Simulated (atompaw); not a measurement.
**Pseudopotential generation for hafnium (Hf): PAW (atompaw), LDA (PW92), scalar-relativistic.**

atompaw 4.2.0.5 input, output lines left out:

```
Hf 72
LDA-PW scalarrelativistic loggrid 2001 logderivrange -3 5 201
6 6 5 4 0 0
6 1 0
5 2 2
0 0 0
c
c
c
c
c
v
c
c
c
c
v
c
c
v
v
3
3.00 2.35 2.60 1.50
y
0.3
n
y
0.5
n
y
2.7
n
y
-0.65
n
custom rrkj gramschmidtortho besselshape
4 0.5 troulliermartins
3.00
2.40
3.00
3.00
3.00
2.05
1.15
1.15
```

(1) Estimate the cutoffs (Ry, on a coarse ladder) from which the occupation-weighted sum of valence levels, in a spherical-Bessel basis at the reference potential, stays within 10 and 1 mRy of its value at 400 Ry.

(2) Does the potential have ghost states?

(3) Is the overlap operator S = 1 + Σ q|β⟩⟨β| positive definite (Bessel basis up to 400 Ry)?

(4) Which valence shell sets the plane-wave cutoff?

Results:

(1) 160 Ry and 230 Ry.

(2) Ghost states, extra bound levels that the all-electron valence spectrum of the same l lacks: s at -20.2 eV, p at -16.2 eV. A true bound ghost makes a file unfit for plane-wave use. The logarithmic derivative shows an extra or strongly shifted pseudo pole above the reference energy (d near 1.16 Ry).

(3) Yes: its lowest eigenvalue is 0.09 (s channel).

(4) 4f: its level needs 160 Ry to come within 1 mRy, against 10 Ry for 5d.
